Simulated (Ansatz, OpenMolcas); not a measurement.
# How methods differ on InNH2Cl (SMILES [NH2][In][Cl])

The species is InNH2Cl (5 atoms), meant as a doublet with charge 0. As SMILES, `[NH2][In][Cl]`. The shape is that of a PBE0-D4/def2-TZVP optimisation. This is one conformer, not always the lowest.

```xyz
5

N    -0.1426    0.8086   -0.4939
In   -0.4116   -1.2178   -0.1533
Cl    1.3915   -2.2115    1.0187
H    -0.9997    1.2838   -0.7567
H     0.2123    1.2632    0.3438
```

Quantity: the energy change with the In2–Cl3 bond stretched from 2.369 to 3.553 Å, in eV. The values are calculated.

```tsv
level	kind	program	value (eV)	less CCSD(T)/def2-SVP	CPU time (all runs)
UHF/def2-SVP (core potential)	Hartree–Fock	OpenMolcas	1.84	-0.12	13 s
USVWN5/def2-SVP (core potential)	LDA	OpenMolcas	1.78	-0.18	38 s
UBLYP/def2-SVP (core potential)	GGA	Ansatz	1.25	-0.71	21 s
UPBE/def2-SVP (core potential)	GGA	OpenMolcas	1.48	-0.48	58 s
UTPSS/def2-SVP (core potential)	meta-GGA	OpenMolcas	1.55	-0.41	90 s
UB3LYP/def2-SVP (core potential)	global hybrid	OpenMolcas	1.50	-0.46	69 s
UCAM-B3LYP/def2-SVP (core potential)	range-separated hybrid	Ansatz	1.79	-0.17	36 s
UB2PLYP/def2-SVP (core potential)	double hybrid	Ansatz	1.78	-0.18	44 s
ROCCSD(T)/def2-SVP (core potential)	coupled cluster or CI	OpenMolcas	1.96	0.00	95 s
```

ROCCSD(T)/def2-SVP (core potential) is the highest level here, not the true value. The first shape isn't each level's own minimum. The values span 1.25 to 1.96 eV. Spin contamination of the reference (⟨S²⟩ at least 0.1 too high) touches UHF/def2-SVP (up to 0.12 too high). In the correlated wave-function rows the outer d shell of In is correlated, in sets not made for it. Times are those of the runs behind each value, whatever else they computed, on shared processors of several kinds: orders of magnitude only.
